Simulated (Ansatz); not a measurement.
Consider the redistribution: `[OH][Hf]([Cl])([Cl])[Cl]` + `CNC1=CB1` → `C[NH][Hf]([OH])([Cl])[Cl]` + `ClC1=CB1`.

Calculated with Ansatz (gas phase, PBE0-D4/def2-TZVP geometries, no zero-point term in ΔE). CCSD(T)/CBS adds triple-zeta CCSD(T) − MP2 to the extrapolated MP2 energy (def2 sets, frozen cores). Functionals use def2-TZVPP. def2 core potentials past Kr. For Hf outer-core shells are correlated without core-valence functions, which leaves a few kJ/mol of doubt a bond. Each species was taken in one conformer, which may not be the lowest.

`[OH][Hf]([Cl])([Cl])[Cl]`:

Cartesian coordinates in Å:
```
O -0.943 -0.341 -1.089
Hf 0.256 0.093 0.295
Cl -0.943 0.440 2.270
Cl 1.764 -1.668 0.587
Cl 1.416 2.039 -0.275
H -1.550 -0.563 -1.788
```

`CNC1=CB1`:

```xyz
11

C     0.399   -1.570   -0.644
N    -0.546   -0.514   -0.380
C    -0.225    0.618    0.233
C    -0.762    1.794    0.671
B     0.657    1.606    0.900
H     0.441   -1.811   -1.710
H     1.385   -1.230   -0.329
H     0.154   -2.482   -0.091
H    -1.504   -0.664   -0.651
H    -1.716    2.300    0.698
H     1.715    1.954    1.302
```

`C[NH][Hf]([OH])([Cl])[Cl]`:

Cartesian coordinates in Å:
```
C -1.318 1.135 -0.267
N -0.358 0.208 -0.833
Hf 1.056 -0.936 0.005
O 0.938 -0.586 1.870
Cl 3.153 -0.333 -0.906
Cl 0.611 -3.197 -0.529
H -1.177 2.152 -0.648
H -1.200 1.171 0.818
H -2.350 0.833 -0.477
H -0.453 0.159 -1.843
H 1.096 -0.604 2.809
```

`ClC1=CB1`:

```xyz
6

Cl    1.604   -0.665   -1.600
C     0.447   -0.111   -0.503
C    -0.173   -0.513    0.615
B    -0.529    0.816    0.077
H    -0.208   -1.352    1.296
H    -1.141    1.825    0.115
```

```
             level  ΔE (kJ/mol)
            r2SCAN        154.6
SCS-MP2/def2-TZVPP        140.6
```

(1) What does CCSD(T)/CBS give? (Best estimate.)

Largest T1 diagnostic among the species: 0.014.

## Answers

(1) The calculation gave: +144.7 kJ/mol. The listed levels differ from it by 9.9, -4.1 kJ/mol.

At CCSD(T), def2-SVP lies +12.3 kJ/mol from the extrapolated value and def2-TZVPP −2.6 kJ/mol. From PBE to PBE0 (25 % exact exchange), in def2-TZVPP and without D4, ΔE moves by +6.5 kJ/mol.
